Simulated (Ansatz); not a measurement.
# A relaxation, step by step

GeNH9O, singlet, PBE0-D4/def2-TZVP (Ansatz 0.2.0). Settings:

```yaml
hamiltonian: {xc: pbe0, dispersion: d4}
relax: {f_tol: 0.005, max_steps: 200}
```

Start, a step off a saddle point along its unstable mode:

```
12
angstrom
Ge -0.8711 0.2226 -1.3168
H 0.4684 0.0420 -1.1367
H -1.0894 -0.9826 -2.3203
H -2.4395 0.3626 -0.8643
H -0.7955 1.6059 -2.0342
H 0.1768 -0.1541 1.2406
O -0.7848 -0.0545 0.7856
H 1.5529 -0.1746 0.2431
N 1.5297 -0.2494 1.2127
H -1.7246 0.0249 1.1101
H 1.9124 -1.1435 1.4532
H 2.0648 0.5007 1.6270
```

```tsv
step	energy less the last (meV)	largest force component (eV/Å)
1	2080.3	5.570
7	88.2	0.251
13	65.4	0.061
19	53.6	0.277
25	3.9	0.033
31	2.6	0.002
37	2.3	0.025
43	2.1	0.013
49	2.0	0.008
55	1.7	0.013
61	1.3	0.022
67	0.9	0.008
73	0.5	0.034
79	0.3	0.018
85	0.1	0.017
91	0.0	0.006
92	0.0	0.002
```

Step 67, positions (Å) and forces (eV/Å):

```tsv
atom	x	y	z	Fx	Fy	Fz
Ge1	-1.061	0.448	-1.861	-0.002	-0.002	0.003
H2	0.403	0.150	-1.503	-0.008	0.001	-0.003
H3	-1.884	-0.839	-1.919	0.004	0.006	0.002
H4	-1.657	1.455	-0.870	0.004	-0.005	-0.003
H5	-1.067	1.103	-3.260	0.002	0.000	0.000
H6	-0.109	-0.610	1.237	0.006	0.004	0.006
O7	-1.009	-0.879	0.966	-0.006	-0.006	-0.007
H8	1.978	0.135	0.489	0.000	-0.001	0.000
N9	1.726	-0.149	1.428	-0.001	0.001	0.002
H10	-1.605	-0.445	1.579	0.002	0.002	0.002
H11	2.281	-0.965	1.657	-0.001	0.005	0.000
H12	2.004	0.595	2.056	-0.001	-0.005	-0.002
```

Last step (92):

```
atom    x (Å)    y (Å)    z (Å)
 Ge1  -0.9977   0.4445  -1.8132
  H2   0.3551  -0.2609  -1.6452
  H3  -2.1472  -0.5631  -1.8240
  H4  -1.1867   1.4969  -0.7132
  H5  -0.9717   1.1835  -3.1689
  H6  -0.1169  -0.7035   1.2057
  O7  -0.9833  -1.0622   0.9267
  H8   1.9178   0.1135   0.4274
  N9   1.6544  -0.0421   1.3935
 H10  -1.6229  -0.7034   1.5442
 H11   2.2929  -0.7293   1.7750
 H12   1.8063   0.8261   1.8919
```

The run took about 3.1 min on 4 CPU threads of an Arm Neoverse V1 (shared host).
